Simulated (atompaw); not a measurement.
**Before and after: PAW (atompaw) potential for Eu (Z = 63)**

* Element: Eu (Z = 63)
* Generator: atompaw 4.2.0.5
* Type: PAW
* Functional: PBE
* Relativity: scalar-relativistic
* Frozen core: [Kr] 4d10 4f6
* Valence charge: 11
* Reference configuration: 5s2 5p6 5d1 6s1 6p0 (charge +1)
* Partial waves: 5s (bound): rc 2.35 bohr; 6s (bound): rc 2.85 bohr; 5p (bound): rc 2.15 bohr; 6p (bound, empty): rc 2.85 bohr; 5d (bound): rc 2.85 bohr; 5d channel at 1.3 Ry: rc 2.85 bohr
* Local potential: bessel scheme, radius 1.95 bohr
* Core correction: smooth core density matched at 1.85 bohr
* Augmentation charge: gaussian compensation charge, radius 2.35 bohr; PAW radius 2.85 bohr; waves and projectors: custom polynom2 7 10 vanderbiltortho

All-electron outer shells of the reference configuration (PBE, scalar-relativistic, ld1.x):

| shell | level (eV) | outermost node (bohr) | outermost maximum (bohr) |
| --- | --- | --- | --- |
| 5s | -54.50 | 0.67 | 1.21 |
| 5p | -32.90 | 0.72 | 1.38 |
| 4f | -14.63 | – | 0.59 |
| 6s | -9.15 | 1.63 | 3.26 |
| 5d | -8.46 | 0.81 | 1.95 |
| 6p | -5.69 | 1.93 | 4.13 |

Change: wave 5s (bound): rc 2.35 bohr becomes 5s (bound): rc 2.12 bohr.

Cutoffs: the cutoffs (Ry, on a coarse ladder) from which the occupation-weighted sum of valence levels, in a spherical-Bessel basis at the reference potential, stays within 10 and 1 mRy of its value at 400 Ry; they do not see the model core or the augmentation charge, which bear on the density cutoff.

Task: What does the change do?

Result: The potential gets neither clearly harder nor softer (15 Ry and 40 Ry → 15 Ry and 35 Ry); a bound ghost appears in s, which as a rule spoils a file.

| quantity | base | changed |
| --- | --- | --- |
| cutoff, loose | 15 Ry | 15 Ry |
| cutoff, tight | 40 Ry | 35 Ry |
| loose cutoff by channel (10 mRy a level) | s 10 Ry, p 12 Ry, d 12 Ry | s 8 Ry, p 12 Ry, d 12 Ry |
| bound ghosts | none | s |
| s: phases at 2.85 bohr within 0.05 rad from the reference energy up to (Ry; the scan ends near 5) | -0.4 | -0.3 |
| p: phases at 2.85 bohr within 0.05 rad from the reference energy up to (Ry; the scan ends near 5) | to the end of the scan | to the end of the scan |
| d: phases at 2.85 bohr within 0.05 rad from the reference energy up to (Ry; the scan ends near 5) | 2.5 | 2.5 |
| lowest overlap eigenvalue by channel | s 0.47, p 0.44, d 0.87 | s 0.40, p 0.44, d 0.87 |

 A true bound ghost makes a file unfit for plane-wave use even where its test errors are small: the radial tests pick states by their node count and pass the ghost by. The cutoffs see the waves, projectors and local potential, not the compensation charge or the core.
